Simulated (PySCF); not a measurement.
**Frontier levels across methods**

HSiCl2SBu, C4H10Cl2SSi.
Cartesian coordinates in Å at the PBE0-D3(BJ)/def2-SVP level; atoms count from 1:
```
atom  x, y, z in Å
C1    -1.6672    1.0121    0.0685
C2    -0.5933    0.2402    0.8168
C3     0.3149   -0.5571   -0.1067
C4     1.4331   -1.3180    0.5854
S5     2.5743   -0.3067    1.6142
Si6    3.2573    1.0915    0.1853
Cl7    4.8751    2.0153    1.0443
Cl8    3.8082    0.1331   -1.5605
H9    -2.3102    0.3407   -0.5229
H10   -1.2208    1.7386   -0.6297
H11   -2.3161    1.5718    0.7583
H12   -1.0592   -0.4470    1.5449
H13    0.0218    0.9336    1.4145
H14    0.7429    0.1075   -0.8794
H15   -0.2832   -1.2974   -0.6678
H16    1.0280   -2.0490    1.3023
H17    2.0464   -1.8692   -0.1419
H18    2.2851    2.1411   -0.2018
```

Basis pcSseg-1 throughout (PySCF), one geometry. Isolated species at its PBE0-D3(BJ)/def2-SVP geometry (one conformer only).

Problem. How do the orbital energies, the gap and the dipole change with the method?

Solution. 
| method | kind | HOMO (eV) | LUMO (eV) | gap (eV) | μ (D) | SCF cycles |
| --- | --- | --- | --- | --- | --- | --- |
| BLYP | GGA | -6.08 | -1.07 | 5.01 | 2.73 | 14 |
| OPBE | GGA | -6.29 | -1.18 | 5.12 | 2.90 | 15 |
| KT3 | GGA | -6.36 | -1.28 | 5.08 | 2.80 | 15 |
| KT2 | GGA | -6.38 | -1.43 | 4.95 | 2.86 | 15 |
| BP86 | GGA | -6.39 | -1.38 | 5.01 | 2.88 | 14 |
| B3LYP | global hybrid | -7.25 | -0.54 | 6.71 | 2.88 | 13 |
| PBE0 | global hybrid | -7.53 | -0.41 | 7.12 | 2.99 | 12 |
| BHandHLYP | global hybrid | -8.59 | 0.67 | 9.26 | 3.03 | 12 |
| wB97X-D | range-separated hybrid | -9.39 | 1.34 | 10.73 | 3.05 | 13 |

The HOMO spans 3.31 eV, from BLYP down to wB97X-D, and the gap runs from 4.95 eV (KT2) to 10.73 eV (wB97X-D). Over the methods BLYP (0 %), OPBE (0 %), KT3 (0 %), KT2 (0 %), BP86 (0 %), B3LYP (20 %), PBE0 (25 %), BHandHLYP (50 %), a straight line through the gap against the share of exact exchange rises by 0.84 eV for each 10 % (correlation coefficient 0.999). The dipole ranges from 2.73 D (BLYP) to 3.05 D (wB97X-D). This basis has no diffuse functions.

The vertical ΔSCF ionisation energy at wB97X-D/def2-SVPD is 9.42 eV; −ε(HOMO) comes closest to it with wB97X-D (9.39 eV).
